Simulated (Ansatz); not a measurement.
Harmonic frequencies (cm⁻¹) at PBE0-D4/def2-TZVP from Ansatz: 38, 92, 110, 272, 289, 342, 399, 445, 447, 583, 658, 695, 744, 847, 848, 934, 935, 1225, 1847, 2195, 2206, 2220, 2221, 2725.

Q: Which molecule is it?
A. `[SeH][SiH]1[NH][AlH]1`
B. `[TeH]B1CS1`
C. `OC[SiH2]S`
D. `[SiH3][Al]1[BH][SiH2]1`

A: D.
